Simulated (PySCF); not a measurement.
Compound: C6H5F3O.
SMILES with atom numbers: `[CH3:1][C:2]#[C:3][CH2:4][C:5](=[O:6])[C:7]([F:8])([F:9])[F:10]` (hydrogens: H11, H12, H13 on C1; H14, H15 on C4)

Cartesian coordinates in Å at the PBE0-D3(BJ)/def2-SVP level; atoms count from 1:
```xyz
15
C6H5F3O angstrom
C      2.781    0.789   -0.536
C      1.571    0.004   -0.369
C      0.557   -0.642   -0.225
C     -0.683   -1.387   -0.056
C     -1.915   -0.520    0.124
O     -2.941   -0.696   -0.466
C     -1.823    0.623    1.163
F     -3.030    0.997    1.552
F     -1.137    0.224    2.237
F     -1.205    1.677    0.637
H      3.069    0.857   -1.596
H      2.635    1.813   -0.160
H      3.624    0.344    0.016
H     -0.890   -2.041   -0.916
H     -0.618   -2.033    0.839
```

Computed with PySCF at CAM-B3LYP/def2-SVPD, non-relativistic, on one gas-phase PBE0-D3(BJ)/def2-SVP geometry that isn't relaxed in the solvent. The solvent is an IEF-PCM continuum (Bondi radii, 1.10 Å for H, scaled by 1.2), and excitations are vertical TDDFT with non-equilibrium linear response and a frozen core. Specific hydrogen bonds and non-electrostatic terms are outside this model.

Gas-phase singlets (H = HOMO, L = LUMO):

```
state  E (eV)  λ (nm)      f               leading configurations
   S1   4.225     293  0.001                   H-2→L 48%, H→L 48%
   S2   5.621     221  0.005                            H-1→L 87%
   S3   5.947     208  0.017                   H-2→L 46%, H→L 42%
   S4   6.568     189  0.000               H→L+3 49%, H-1→L+5 15%
   S5   6.808     182  0.003  H-1→L+3 27%, H→L+5 17%, H-1→L+4 10%
```

**Question.** What are the lowest 5 singlets in cyclohexane (ε = 2.017)?

**Answer.** 
| state | E (eV) | λ (nm) | f | leading configurations | change by rank (eV) |
| --- | --- | --- | --- | --- | --- |
| S1 | 4.245 | 292 | 0.002 | H-2→L 49%, H→L 46% | +0.020 |
| S2 | 5.541 | 224 | 0.007 | H-1→L 85%, H→L 9% | -0.080 |
| S3 | 5.882 | 211 | 0.022 | H-2→L 45%, H→L 41% | -0.065 |
| S4 | 6.589 | 188 | 0.000 | H→L+3 27%, H→L+4 25%, H-1→L+5 22% | +0.021 |
| S5 | 6.820 | 182 | 0.004 | H-1→L+5 19%, H→L+5 16%, H-1→L+3 13% | +0.012 |

**Question.** Give the list for dichloromethane (ε = 8.93), n² = 2.03.

**Answer.** 
| state | E (eV) | λ (nm) | f | leading configurations | change by rank (eV) |
| --- | --- | --- | --- | --- | --- |
| S1 | 4.279 | 290 | 0.002 | H-2→L 50%, H→L 44% | +0.054 |
| S2 | 5.488 | 226 | 0.009 | H-1→L 81%, H→L 14% | -0.133 |
| S3 | 5.850 | 212 | 0.021 | H-2→L 46%, H→L 39%, H-1→L 11% | -0.097 |
| S4 | 6.616 | 187 | 0.000 | H→L+4 50%, H-1→L+5 18% | +0.048 |
| S5 | 6.854 | 181 | 0.004 | H→L+4 22%, H-1→L+4 18%, H-1→L+5 16% | +0.046 |

**Question.** The ground-state energy changes by -0.215 eV from gas to dichloromethane. By how much does the total energy of gas-phase S2 change?

**Answer.** E(S2) = E(S0) + excitation energy, so it changes by -0.215 − 0.133 = -0.348 eV: it is lowered more than the ground state, which is what a red shift means. This is the vertical state, with the slow part of the continuum still set for S0.

**Question.** How do the frontier levels move from gas to dichloromethane?

**Answer.** 
```json
{"orbital": "LUMO+2", "gas (eV)": "1.45", "solvent (eV)": "1.71", "change (eV)": "+0.26", "Löwdin shares, gas": "C1 22 %, H15 11 %, C4 10 %, H13 10 %", "Löwdin shares, solvent": "C1 23 %, O6 11 %, H13 9 %, C5 8 %"}
{"orbital": "LUMO+1", "gas (eV)": "1.04", "solvent (eV)": "1.19", "change (eV)": "+0.15", "Löwdin shares, gas": "C1 18 %, C2 14 %, C3 12 %, C4 9 %", "Löwdin shares, solvent": "C2 13 %, C1 12 %, C3 12 %, C5 9 %"}
{"orbital": "LUMO", "gas (eV)": "-0.62", "solvent (eV)": "-0.61", "change (eV)": "+0.01", "Löwdin shares, gas": "C5 38 %, O6 35 %, C4 6 %, C7 5 %", "Löwdin shares, solvent": "C5 39 %, O6 34 %, C4 6 %, C7 5 %"}
{"orbital": "HOMO", "gas (eV)": "-9.05", "solvent (eV)": "-8.93", "change (eV)": "+0.12", "Löwdin shares, gas": "C2 30 %, C3 30 %, O6 11 %, C4 7 %", "Löwdin shares, solvent": "C3 32 %, C2 32 %, O6 8 %, C1 7 %"}
{"orbital": "HOMO-1", "gas (eV)": "-9.19", "solvent (eV)": "-9.04", "change (eV)": "+0.15", "Löwdin shares, gas": "C3 37 %, C2 36 %, C1 8 %, C4 7 %", "Löwdin shares, solvent": "C3 36 %, C2 35 %, C1 8 %, C4 7 %"}
{"orbital": "HOMO-2", "gas (eV)": "-10.38", "solvent (eV)": "-10.41", "change (eV)": "-0.03", "Löwdin shares, gas": "O6 48 %, C3 11 %, C5 9 %, C4 8 %", "Löwdin shares, solvent": "O6 50 %, C5 10 %, C3 9 %, C4 8 %"}
{"orbital": "HOMO-3", "gas (eV)": "-13.06", "solvent (eV)": "-13.00", "change (eV)": "+0.06", "Löwdin shares, gas": "O6 44 %, C5 20 %, C4 12 %, H15 6 %", "Löwdin shares, solvent": "O6 37 %, C4 16 %, C5 16 %, H15 8 %"}
```

The HOMO–LUMO gap goes from 8.43 to 8.32 eV. Rows go by rank; for LUMO+2 the atom shares or the degeneracy differ between the runs, so the row needn't follow one orbital.

The run took about 90 s of CPU time (one thread, shared machine). This is the whole response run at CAM-B3LYP/def2-SVPD in dichloromethane, SCF included.
